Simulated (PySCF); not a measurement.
## Adding and removing an electron: PbN

ROHF-CCSD(T); basis Pb cc-pVDZ-PP with ECP60, N cc-pVDZ; scalar-relativistic core potentials; PySCF 2.14. Neutral (ROHF): doublet (π ↑), Re = 2.124 Å, ωe = 533 cm⁻¹, De = 1.40 eV.

PbN⁺ (ROHF): triplet (π ↑↑), Re = 2.293 Å, ωe = 414 cm⁻¹. The energies at the minima are -246.43301 hartree for PbN and -246.15823 for PbN⁺.

(1) Work out the adiabatic ionisation energy, without and with harmonic zero-point energies (1 hartree = 27.2114 eV, 1 eV = 8065.5 cm⁻¹), and the change of the bond length.

Correlated steps freeze 5 core orbitals. Correlated levels converge slowly with the basis: in double zeta they bind strong bonds too weakly, by up to about 1 eV, and carry superposition errors of some tenths. These are scalar-relativistic numbers at best; spin–orbit coupling would shift them, the dissociation energy most. The CCSD T1 diagnostic is raised in PbN, a sign that a single reference may not be enough there. States were picked by a PBE0 search and need not be the measured ground states.

## Answers

(1) At ROHF-CCSD(T): 0.27478 hartree = 7.477 eV between the minima; the zero-point term (414.0 − 533.0)/2 cm⁻¹ = -0.007 eV makes it 7.470 eV. Re changes by +16.9 pm against the neutral. The electron leaves a π orbital, and the longer bond of the ion fits a bonding orbital, or a change in how ionic the bond is.
